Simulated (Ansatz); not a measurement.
Method: frozen-core CCSD(T)/cc-pVQZ // B3LYP-D3(BJ)/def2-TZVP in Ansatz (a program for electronic structure).

Ansatz 0.2 input:
```yaml
crystal:
  periodic: [false, false, false]
  atoms:
    - { symbol: C, position_ang: [-0.893625, -0.296716, -0.057581] }
    - { symbol: N, position_ang: [0.252948, 0.544373, 0.298558] }
    - { symbol: C, position_ang: [1.483294, 0.080657, 0.076486] }
    - { symbol: N, position_ang: [2.545616, -0.350863, -0.07607] }
    - { symbol: H, position_ang: [-1.011286, -0.411325, -1.138348] }
    - { symbol: H, position_ang: [-1.792451, 0.153774, 0.359001] }
    - { symbol: H, position_ang: [-0.759998, -1.279588, 0.389762] }
    - { symbol: H, position_ang: [0.141793, 1.533346, 0.131351] }
basis:
  gaussian: { orbitals: cc-pVQZ }
correlation:
  method: ccsd_t
```

Output:

```
Functional definition: HF
1997 factors; integrals over basis functions are off by at most 9.1e-4 eV
mean field evaluation 1: about -5085.7196 eV, gradient 3.7e1 eV
mean field evaluation 2: about -5085.7210 eV, gradient 3.7e1 eV
mean field evaluation 4: about -5088.9648 eV, gradient 5.5e0 eV
mean field evaluation 8: about -5089.0655 eV, gradient 5.0e-1 eV
mean field evaluation 16: about -5088.9633 eV, gradient 5.5e0 eV
mean field -5089.06709226 eV, -187.0197661468 hartree, gradient 2.5e-6 eV, S^2 0.000000; 0 other end points of the search recorded, 0 dependent functions left out
4 core orbitals not correlated
reference -5089.06709226 eV, -187.0197661468 hartree; 11, 11 occupied and 325, 325 virtual orbitals, 1997 factors
second order -20.91479895 eV of doubles, -0.00000000 eV of singles
cycle   1  -20.48659811 eV  change    4.3e-1 eV  update   1.1e-1
cycle   2  -21.05489587 eV  change   -5.7e-1 eV  update   3.2e-2
cycle   3  -21.17541662 eV  change   -1.2e-1 eV  update   1.4e-2
cycle   4  -21.16758220 eV  change    7.8e-3 eV  update   3.5e-3
cycle   5  -21.16919842 eV  change   -1.6e-3 eV  update   1.5e-3
cycle   6  -21.16978696 eV  change   -5.9e-4 eV  update   3.5e-4
cycle   7  -21.16963959 eV  change    1.5e-4 eV  update   1.3e-4
cycle   8  -21.16963439 eV  change    5.2e-6 eV  update   4.4e-5
cycle   9  -21.16964626 eV  change   -1.2e-5 eV  update   2.0e-5
perturbative correction -1.01059515 eV, -0.0371386869 hartree
Total energy: -5111.24733367 eV, -187.8348749846 hartree
```

Cost: around 50 core-minutes (rough).
